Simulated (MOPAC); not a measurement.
Job for MOPAC: PM6 on GeH4SSi (SMILES [SiH3][Ge][SH]), a point of a torsion scan.

```
PM6 1SCF PRECISE CHARGE=0 THREADS=1
GeH4SSi

Si     1.00909100 1    -0.08420180 1     0.00509204 1
Ge    -0.56537116 1     1.78502784 1    -0.04848694 1
S     -2.46589152 1     0.52705756 1    -0.02304120 1
H      0.67385547 1    -1.31866934 1    -0.71228948 1
H      2.35761497 1     0.30511204 1    -0.43693149 1
H      1.15697290 1    -0.45852108 1     1.42398045 1
H     -2.90629799 1     1.07802809 1     1.10170991 1
```

Output:

```
*******************************************************************************
 **                                                                           **
 **                              MOPAC v23.2.5                                **
 **                                                                           **
 *******************************************************************************
 ** MOPAC's Digital Object Identifier: https://doi.org/10.5281/zenodo.6511958 **
 **                                                                           **
 ** Please cite the open-source release paper for use of this MOPAC version:  **
 ** J. E. Moussa and J. J. P. Stewart (2026)                                  **
 ** MOPAC: An open-source semiempirical molecular orbital program             **
 ** J. Open Source Softw., 11(119), 8025, https://doi.org/10.21105/joss.08025 **
 *******************************************************************************

                              PM6 CALCULATION RESULTS

 *******************************************************************************
 *  PM6        - The PM6 Hamiltonian to be used
 *
 *
 *
 *                 CHARGE ON SYSTEM = 0
 *
 *
 *
 *  PRECISE    - TIGHTER CRITERIA TO BE USED
 *  1SCF       - DO 1 SCF AND THEN STOP
 *  THREADS=1  - MULTI-THREADING NOT USED
 *  T=         - A TIME OF 172800.0 SECONDS REQUESTED
 *  DUMP=N     - RESTART FILE WRITTEN EVERY 7200.0 SECONDS REQUESTED
 *******************************************************************************
PM6 1SCF PRECISE CHARGE=0 THREADS=1
 GeH4SSi

   ATOM   CHEMICAL          X               Y               Z
  NUMBER   SYMBOL      (ANGSTROMS)     (ANGSTROMS)     (ANGSTROMS)

     1      Si          1.00909100  *  -0.08420180  *   0.00509204  *
     2      Ge         -0.56537116  *   1.78502784  *  -0.04848694  *
     3       S         -2.46589152  *   0.52705756  *  -0.02304120  *
     4       H          0.67385547  *  -1.31866934  *  -0.71228948  *
     5       H          2.35761497  *   0.30511204  *  -0.43693149  *
     6       H          1.15697290  *  -0.45852108  *   1.42398045  *
     7       H         -2.90629799  *   1.07802809  *   1.10170991  *



          CARTESIAN COORDINATES

    NO.       ATOM           X           Y           Z

     1        Si          1.0091     -0.0842      0.0051
     2        Ge         -0.5654      1.7850     -0.0485
     3         S         -2.4659      0.5271     -0.0230
     4         H          0.6739     -1.3187     -0.7123
     5         H          2.3576      0.3051     -0.4369
     6         H          1.1570     -0.4585      1.4240
     7         H         -2.9063      1.0780      1.1017

 General Reference for PM6:
 "Optimization of Parameters for Semiempirical Methods V: Modification of NDDO Approximations
 and Application to 70 Elements", J. J. P. Stewart, J. Mol. Mod., 13, 1173-1213 (2007)
 URL: https://link.springer.com/article/10.1007/s00894-007-0233-4

           Empirical Formula: H4 Si Ge S  =     7 atoms



      MOLECULAR POINT GROUP   :   C1


      RHF CALCULATION, NO. OF DOUBLY OCCUPIED LEVELS = 9


 -------------------------------------------------------------------------------
 PM6 1SCF PRECISE CHARGE=0 THREADS=1
 GeH4SSi



     1SCF WAS SPECIFIED, SO BFGS WAS NOT USED
     SCF FIELD WAS ACHIEVED


                              PM6 CALCULATION
                                                       MOPAC v23.2.5 Linux




          FINAL HEAT OF FORMATION =        261.18892 KCAL/MOL =    1092.81442 KJ/MOL


          COSMO AREA              =        137.80 SQUARE ANGSTROMS
          COSMO VOLUME            =        135.21 CUBIC ANGSTROMS

          IONIZATION POTENTIAL    =          7.747569 EV
          HOMO LUMO ENERGIES (EV) =         -7.748 -2.397
          NO. OF FILLED LEVELS    =          9
          MOLECULAR WEIGHT        =        136.7671         POINT GROUP:  C1

          MOLECULAR DIMENSIONS (Angstroms)

            Atom       Atom       Distance
            H     7    H     5     5.53837
           Ge     2    H     4     2.89584
            H     6    S     3     2.44800


          SCF CALCULATIONS        =          1





   ATOM   CHEMICAL          X               Y               Z
  NUMBER   SYMBOL      (ANGSTROMS)     (ANGSTROMS)     (ANGSTROMS)

     1      Si          1.00909100  *  -0.08420180  *   0.00509204  *
     2      Ge         -0.56537116  *   1.78502784  *  -0.04848694  *
     3       S         -2.46589152  *   0.52705756  *  -0.02304120  *
     4       H          0.67385547  *  -1.31866934  *  -0.71228948  *
     5       H          2.35761497  *   0.30511204  *  -0.43693149  *
     6       H          1.15697290  *  -0.45852108  *   1.42398045  *
     7       H         -2.90629799  *   1.07802809  *   1.10170991  *

                             CARTESIAN COORDINATES

   1   Si        1.009091000    -0.084201800     0.005092040
   2   Ge       -0.565371160     1.785027840    -0.048486940
   3    S       -2.465891520     0.527057560    -0.023041200
   4    H        0.673855470    -1.318669340    -0.712289480
   5    H        2.357614970     0.305112040    -0.436931490
   6    H        1.156972900    -0.458521080     1.423980450
   7    H       -2.906297990     1.078028090     1.101709910


           Empirical Formula: H4 Si Ge S  =     7 atoms



      MOLECULAR POINT GROUP   :   C1


                  EIGENVALUES
 -29.67750 -19.57919 -15.56428 -13.22877 -12.06154 -11.97139 -10.11571  -9.66485
  -7.74757  -2.39709  -0.81096  -0.20906   0.42074   0.51743   0.65973   1.39948
   1.51348   1.53642   1.85929   1.94693   1.95457   1.98513   3.38735   3.50026
   4.31951   4.40281


              NET ATOMIC CHARGES AND DIPOLE CONTRIBUTIONS

  ATOM NO.   TYPE          CHARGE      No. of ELECS.   s-Pop       p-Pop       d-Pop
    1         Si           0.048755        3.9512     1.28210     2.24790     0.42124
    2         Ge           0.248662        3.7513     1.68840     2.06294
    3          S          -0.468210        6.4682     1.93299     4.41590     0.11932
    4          H          -0.013710        1.0137     1.01371
    5          H          -0.014290        1.0143     1.01429
    6          H          -0.009703        1.0097     1.00970
    7          H           0.208496        0.7915     0.79150
 DIPOLE           X         Y         Z       TOTAL
 POINT-CHG.     1.936     2.094     1.109     3.060
 HYBRID        -0.741    -2.236    -0.890     2.519
 SUM            1.194    -0.143     0.219     1.223


          ATOMIC ORBITAL ELECTRON POPULATIONS

     Atom    s        px        py        pz      x^2-y^2     xz        z^2       yz        xy
    1 Si   1.28210   0.74197   0.75586   0.75007   0.09889   0.03686   0.12651   0.08187   0.07712
    2 Ge   1.68840   0.70381   1.21133   0.14781
    3  S   1.93299   1.42881   1.61733   1.36976   0.00649   0.02683   0.03031   0.03523   0.02047
    4  H   1.01371
    5  H   1.01429
    6  H   1.00970
    7  H   0.79150

 **********************
 *                    *
 * JOB ENDED NORMALLY *
 *                    *
 **********************




 == MOPAC DONE ==
```

The run finished.

Cost: about 0.05 core-seconds (a rough figure).
